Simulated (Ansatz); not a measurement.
Input and output for CH$_{5}$BS$_{2}$, SMILES `CSBS`.

```yaml
crystal:
  periodic: [false, false, false]
  atoms:
    - {symbol: C, position_ang: [-0.097420, 0.511161, -1.568769]}
    - {symbol: S, position_ang: [0.641951, 0.689081, 0.074649]}
    - {symbol: B, position_ang: [-0.144099, -0.595571, 1.012715]}
    - {symbol: S, position_ang: [0.215035, -0.888056, 2.738722]}
    - {symbol: H, position_ang: [0.340741, 1.281726, -2.202287]}
    - {symbol: H, position_ang: [-1.174888, 0.656982, -1.520617]}
    - {symbol: H, position_ang: [0.130347, -0.467876, -1.986086]}
    - {symbol: H, position_ang: [-0.951441, -1.316636, 0.511640]}
    - {symbol: H, position_ang: [1.128374, 0.082790, 2.922933]}
basis:
  gaussian: {orbitals: def2-mTZVP}
hamiltonian: {xc: {name: wB97X-V}}
```

```sh
$ ansatz run in.yaml --threads 2 --pin off --events-out ev --progress --plain --max-ram 4352MiB
```

It prints (some lines left out):

```
Functional definition: wB97X-V
1036 factors; their error is unknown
275 factors; integrals over basis functions are off by at most 6.5e-6 eV
mean field evaluation 1: about -23462.2640 eV, gradient 2.5e1 eV
mean field evaluation 2: about -23463.3123 eV, gradient 1.6e1 eV
mean field evaluation 4: about -23463.8819 eV, gradient 6.9e-1 eV
mean field evaluation 8: about -23463.9365 eV, gradient 3.6e-1 eV
mean field evaluation 16: about -23463.9367 eV, gradient 5.1e-5 eV
mean field -23463.93673155 eV, -862.2837704569 hartree, gradient 5.1e-5 eV, S^2 0.000000; 0 other end points of the search recorded, 0 dependent functions left out
reference -23463.93672959 eV, -862.2837703848 hartree; 24, 24 occupied and 73, 73 virtual orbitals, 1036 factors
Total energy: -23463.93672959 eV, -862.2837703848 hartree
```

It took 6 s on 2 threads of an Intel Xeon Platinum 8259CL on a shared host, with 0.28 GiB of host memory at the peak.
